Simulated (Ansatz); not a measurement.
A nudged elastic band was laid between two geometries of a periodic cell of 19 atoms, NaC18 (surface graphene monolayer, adsorbate Na).

Theory: DFT PBE, scalar-relativistic, plane waves, PAW (Ansatz 0.2.0). Settings: cutoff 420 eV, k mesh 2x2x1, fermi-dirac smearing 0.05 eV, spin collinear.

| Item | Value |
| --- | --- |
| movable images | 3 |
| climbing image | yes |
| spring | 1.0 eV/Å² |
| optimiser | lbfgs |
| start path | IDPP |
| force threshold | 0.03 eV/Å |
| iteration limit | 64 |
| end points | relaxed |

Image 0:

```xyz
19
Lattice="7.3980 0.0000 0.0000 -3.6990 6.4069 0.0000 0.0000 0.0000 13.0000" Properties=species:S:1:pos:R:3
C -0.063 0.027 1.006
C 1.174 0.741 1.009
C -1.301 2.171 1.005
C -0.063 2.885 1.009
C -2.530 4.303 1.024
C -1.297 5.015 1.024
C 2.406 0.030 1.024
C 3.635 0.744 1.024
C 1.174 2.171 1.010
C 2.406 2.882 1.024
C -0.064 4.308 1.024
C 1.169 5.015 1.024
C 4.865 0.030 1.022
C 6.097 0.742 1.004
C 3.635 2.167 1.023
C 4.864 2.882 1.022
C 2.402 4.304 1.023
C 3.635 5.011 1.023
Na -0.086 1.448 3.156
```

Image 4:

Only the atoms that move by more than 0.05 Å are listed.
```
Na19 2.380 1.448 3.156
```

Problem. Which bonds break or form, and what moves?

Solution. Contacts lost: C1–Na19, C3–Na19, C4–Na19, C14–Na19. Contacts made: C7–Na19, C8–Na19, C10–Na19, C15–Na19. The atom that moves furthest is Na19, by 2.47 Å.

Problem. What energy profile does the band end with?

Solution. The forces met the threshold. The highest image is number 2 of 0 to 4, 0.153 eV above the ends, which have the same energy within 2 meV. By the program's own check the climbing image is of a kind that is not told: the force calls were inconclusive, a negative curvature could not be distinguished from the path's own, the only one lies far off the path, or fixed occupations may fill a level only in part (lowest curvatures found: -0.40 and 0.06 eV/Å²). Limits of this set-up: slab without dipole correction.

| image | path coordinate (Å) | energy (eV) | C1–Na19 (Å) | C3–Na19 (Å) | C4–Na19 (Å) |
| --- | --- | --- | --- | --- | --- |
| 0 | 0.00 | 0.000 | 2.58 | 2.57 | 2.58 |
| 1 | 0.62 | 0.081 | 2.76 | 2.91 | 2.65 |
| 2 | 1.25 | 0.153 | 3.02 | 3.39 | 2.89 |
| 3 | 1.84 | 0.089 | 3.28 | 3.83 | 3.17 |
| 4 | 2.45 | 0.000 | 3.54 | 4.31 | 3.55 |

Problem. What is the geometry of the highest image?

Solution. 
```xyz
19
Lattice="7.3980 0.0000 0.0000 -3.6990 6.4069 0.0000 0.0000 0.0000 13.0000" Properties=species:S:1:pos:R:3
C -0.067 0.021 1.008
C 1.168 0.732 0.958
C -1.300 2.159 1.023
C -0.067 2.874 0.998
C -2.531 4.294 1.024
C -1.298 5.005 1.026
C 2.404 0.021 1.008
C 3.637 0.735 1.024
C 1.168 2.163 0.940
C 2.404 2.874 0.998
C -0.064 4.298 1.022
C 1.168 5.008 1.022
C 4.867 0.024 1.030
C 6.098 0.735 1.024
C 3.637 2.159 1.023
C 4.867 2.872 1.032
C 2.401 4.298 1.022
C 3.635 5.005 1.026
Na 1.167 1.598 3.273
```

The run took 5.2 min on 2 threads of Arm Neoverse V2, on a shared host, peak memory 1.8 GiB.
